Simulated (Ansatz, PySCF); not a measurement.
Reaction (SMILES): [SiH3]O[SiH2]O[SiH3] + H+ → [SiH3]O[SiH2][OH+][SiH3]
Each molecule is optimised on its own at B3LYP-D3(BJ)/def2-TZVP (Ansatz, a quantum-chemistry and plane-wave program), one conformer each, not searched for the lowest. Frequencies are from Ansatz or PySCF.
Geometry of the first species:
```xyz
13

Si     2.3798     0.0660    -0.5271
O      1.1879     0.5535     0.4892
Si    -0.1610     0.1495     1.3119
O     -1.2904    -0.4613     0.3064
Si    -2.1842    -0.2465    -1.0522
H      1.8508    -0.0383    -1.9058
H      2.9038    -1.2542    -0.1052
H      3.4646     1.0685    -0.4845
H      0.1540    -0.8955     2.3044
H     -0.6717     1.3788     1.9477
H     -2.7486     1.1232    -1.0824
H     -3.2811    -1.2368    -1.0471
H     -1.3350    -0.4491    -2.2477
```
Charge 0, spin multiplicity 1.

Property: proton affinity (0 K, with B3LYP-D3(BJ) harmonic zero-point energies), positive where the reaction releases energy, in kcal/mol. Cores are frozen in the correlated levels unless marked. Spin-orbit coupling is left out. Non-relativistic. CBS(X,Y): correlation extrapolated as X^-3; Hartree-Fock from the larger set.

```
level                                        program  proton affinity (kcal/mol)
------------------------------------  --------------  --------------------------
PBE/def2-TZVPD                                Ansatz                       182.2
PBE-D3(BJ)/def2-TZVPD                 Ansatz + dftd3                       183.2
PBE-D4/def2-TZVPD                     Ansatz + dftd4                       182.2
revPBE/def2-TZVPD                             Ansatz                       184.1
r2SCAN-D4/def2-TZVPD                  Ansatz + dftd4                       181.2
B3LYP-D4/def2-TZVPD                   Ansatz + dftd4                       182.4
HSE06/def2-TZVPD                              Ansatz                           …
CAM-B3LYP-D3(BJ)/def2-TZVPD           Ansatz + dftd3                       181.4
B2GP-PLYP-D3(BJ)/def2-TZVPD           Ansatz + dftd3                           …
RPA@PBE/cc-pV(Q+d)Z                           Ansatz                       187.3
SCS-MP2/STO-3G                                Ansatz                       291.8
SCS-MP2/cc-pVTZ                               Ansatz                       186.0
SCS-MP2/cc-pwCVTZ                             Ansatz                       183.6
CCSD/cc-pV(D+d)Z                              Ansatz                       191.2
CCSD(T)/CBS(cc-pV(T+d)Z,cc-pV(Q+d)Z)          Ansatz                           …
```

Problem. What belongs in the gaps?

Solution. 
- HSE06/def2-TZVPD, proton affinity (kcal/mol): 182.7
- B2GP-PLYP-D3(BJ)/def2-TZVPD, proton affinity (kcal/mol): 181.9
- CCSD(T)/CBS(cc-pV(T+d)Z,cc-pV(Q+d)Z), proton affinity (kcal/mol): 182.5
